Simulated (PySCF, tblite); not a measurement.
Calculations on `[CH2+][CH]C1(C#N)CC1` [radical], in the order of a workflow; each names the level of the geometry that it ran on. Settings lines and outputs come from a driver script.

Species: C6H7N (charge +1 and doublet state).
SMILES with atom numbers: `[CH2+:1][CH:2][C:3]1([C:4]#[N:5])[CH2:6][CH2:7]1` (hydrogens: H8, H9 on C1; H10 on C2; H11, H12 on C6; H13, H14 on C7)

Step 1: GFN2-xTB geometry optimisation, gas phase (tblite 0.8.0) (from a force-field or distance-geometry start)
```json
{"job": {"kind": "relax", "xc": "GFN2-xTB", "basis": "xTB"}, "charge": 1, "multiplicity": 2}
```
```
step      E/eV     max force
  0    -508.86229    4.563
  1    -508.59898   14.731
  2    -509.09621    2.487
...
 79    -509.63674    0.012
 80    -509.63677    0.015
 81    -509.63679    0.017
 82    -509.63680    0.010
 83    -509.63681    0.007
```

Energy lowered by 17.9 kcal/mol over 83 steps; largest atomic force 0.007 eV/Å at the end. «max force» is the largest atomic force in eV/Å.

Hardware: Arm Neoverse V2, one thread, shared host. Cost: 0.38 s of wall time.

Step 2: GFN2-xTB harmonic vibrations, gas phase (tblite 0.8.0) (on the GFN2-xTB geometry)
```json
{"job": {"kind": "ir", "xc": "GFN2-xTB", "basis": "xTB"}, "charge": 1, "multiplicity": 2}
```
```
(table of modes left out)
```

36 modes from 101 to 3116 cm⁻¹ (unscaled, harmonic); zero-point energy 67.1 kcal/mol; all wavenumbers are real at this level.

On one thread of an Arm Neoverse V2, no GPU (shared host), this took 0.29 s.

Step 3: UKS B3LYP, pcH-1 on C H N, non-relativistic, mean-field spin-orbit, GIAO (PySCF 2.14.0) (on the GFN2-xTB geometry)
```json
{"job": {"kind": "epr", "basis": "pcH-1"}, "charge": 1, "multiplicity": 2}
```
```
...
E = -287.22064957 Eh   <S^2> = 0.7583 (exact 0.7500)
g shifts (ppm)      1          2          3
  rmc          -154       -154       -154
  gc             16         20         30
  oz_so         294       1077       2153
  total         156        943       2029
hyperfine (MHz)  atom isotope    a_iso     a_fc   dipolar eigenvalues
    0   13C      35.21      35.21    -40.98    -40.22     81.20
    1   13C     -14.85     -14.85    -10.64     -5.48     16.12
    2   13C       6.07       6.07    -21.99    -20.01     41.99
    3   13C     -15.53     -15.53     -4.76     -0.79      5.55
    4   14N       2.17       2.17     -5.33     -4.50      9.83
    5   13C       5.61       5.61    -11.40    -10.83     22.23
    6   13C       7.13       7.13    -12.95    -12.22     25.17
    7    1H     -32.16     -32.16    -17.89     -3.50     21.39
    8    1H     -32.75     -32.75    -19.22     -3.12     22.34
    9    1H      -3.76      -3.76     -4.75     -3.97      8.72
   10    1H      17.51      17.51     -5.96     -0.89      6.85
   11    1H       9.37       9.37     -6.25      0.04      6.21
   12    1H      22.54      22.54     -6.76     -0.85      7.61
   13    1H       1.80       1.80     -6.72     -0.26      6.98
```

⟨S²⟩ 0.758; g_iso 2.0034. rmc, gc and oz_so are the mass-correction, gauge-correction and orbital-Zeeman/spin–orbit parts of the g shift along its three principal axes; a_iso is the isotropic hyperfine coupling and a_fc its Fermi-contact part. The log counts atoms from 0, this text from 1.

The run took 47 s (with the writing of density and orbital grids) on an Arm Neoverse V2 with one thread, shared host with 96 logical CPUs at a one-minute load of 87, and the process peaked at 0.94 GiB of memory.

Geometry of the electronic-property runs (GFN2-xTB):
```
atom  x, y, z in Å
C1     2.236    0.197    0.403
C2     1.116    0.103   -0.361
C3    -0.216   -0.047    0.159
C4    -0.392   -0.125    1.568
N5    -0.552   -0.105    2.701
C6    -1.312   -0.826   -0.670
C7    -1.388    0.620   -0.660
H8     2.193    0.272    1.480
H9     3.215    0.210   -0.051
H10    1.201    0.146   -1.442
H11   -1.988   -1.407   -0.057
H12   -0.925   -1.345   -1.537
H13   -2.116    1.117   -0.030
H14   -1.072    1.189   -1.525
```

 (This holds for the electronic-property runs.)

One conformer stands for the species.
